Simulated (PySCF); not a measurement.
AlH2, SMILES [AlH2+], charge +1. Geometry optimised at B3LYP-D3(BJ)/def2-TZVPD. The multiplicity is an assumed one; other spin states were not compared. The isomer is the one that the SMILES or the coordinates give; other isomers of the formula were not compared.

PySCF 2.14.0 with TDA-B3LYP/def2-TZVPD puts the lowest singlet excitations at 6.30, 6.30, 9.41, 9.53, 9.53, 10.58 eV and the lowest triplet (TDA) at 5.70 eV.

Problem. What are the lowest singlet roots from EOM-CCSD/aug-cc-pVDZ (PySCF 2.14.0)? (Estimate from the structure and the level; the computed values follow.)

Solution. 6.43, 6.43, 9.35, 9.95, 9.95, 10.21 eV; triplets 6.06, 6.06, 6.27 eV. S1 differs by 0.13 eV (second minus first; roots are paired by order, and the bases may differ).
